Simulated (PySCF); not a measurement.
# The Ti–Cl bond energy of TiCl₄

These are results of PySCF, PBE0, basis Ti def2-SVP, Cl def2-SVP (no relativity, density fitting), not measurements.

Each entry is the lowest minimum that a search over a few typed start shapes (and spin states, where more than one is plausible) found, or that minimum re-optimised at the stated level; isomers with ligand–ligand bonds, or fragments after loss of a ligand pair, can lie lower.

Total energies (Eh), which compare only within these settings: Cl atom -459.83854.

```
species  2S+1  group       E (Eh)  ZPE (kJ/mol)
  TiCl₃     2    D3h  -2229.06710           9.9
  TiCl₄     1     Td  -2689.04352          15.4
```

Problem. What are De and D0 for TiCl₄ → TiCl₃ + Cl?

Solution. De = [(-2229.06710) + (-459.83854) − (-2689.04352)] × 2625.5 = 362 kJ/mol. The zero-point energy changes by -5.5 kJ/mol, so D0 = 357 kJ/mol.

Atoms and open shells are unrestricted, without spin–orbit or basis-set superposition corrections.

One determinant describes each species, so states of open d or f shells may be missed.
